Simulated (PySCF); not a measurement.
## Working out the excitation energy of Ge⁺

Ge⁺ [Ar] 3d10 4s2 4p1 (2P) → Ge⁺ [Ar] 3d10 4s1 4p2 (4P). Calculation: PySCF 2.14, in x2c-TZVPPall; the spin-free X2C one-electron Hamiltonian (Gaussian nucleus). Frozen: [Ne]. Energies in hartree (1 hartree = 27.21139 eV):

| part | Ge⁺ (lower) | Ge⁺ (upper) |
| --- | --- | --- |
| UHF | -2096.775745 | -2096.594508 |
| CCSD correlation | -0.297967 | -0.255189 |
| (T) | -0.007379 | -0.005267 |

Task: What does Hartree-Fock give?

Result: (-2096.594508) − (-2096.775745) = 0.181237 hartree = 4.932 eV.

Task: What do CCSD and CCSD(T) give?

Result: The CCSD correlation energies differ by 0.042778 hartree = 1.164 eV and the triples by 0.002112 hartree = 0.057 eV, so CCSD gives 6.096 eV and CCSD(T) 6.153 eV.

Measured between the centres of the two terms (NIST): 6.389 eV, so CCSD(T) (valence and next inner shell) is off by -0.236 eV.

What remains against the reference includes basis incompleteness, the frozen core and higher excitations.
